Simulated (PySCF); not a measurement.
BeH3N, SMILES [BeH][NH2]. Atoms are numbered in the order given.

```xyz
5

Be     0.0000     0.0000    -0.9552
H      0.0000     0.0000    -2.2883
N      0.0000     0.0000     0.5482
H      0.0000     0.8219     1.1359
H      0.0000    -0.8219     1.1359
```
Charge 0, spin multiplicity 1.

Coordinates come from a TPSSh-D3(BJ)/def2-TZVPD optimisation.

Method: PBE0/pcJ-1 (PySCF).

Isotropic couplings with Fermi-contact, spin-dipole and both spin-orbit terms, one fixed conformer, no vibrational averaging. Isotopes: 14N, 1H.

Computed spin–spin coupling constants:
```
pair   bonds apart  J (Hz)
-----  -----------  ------
N3–H4            1    51.9
N3–H5            1    51.9
H2–N3            2     7.0
H4–H5            2   -11.6
```
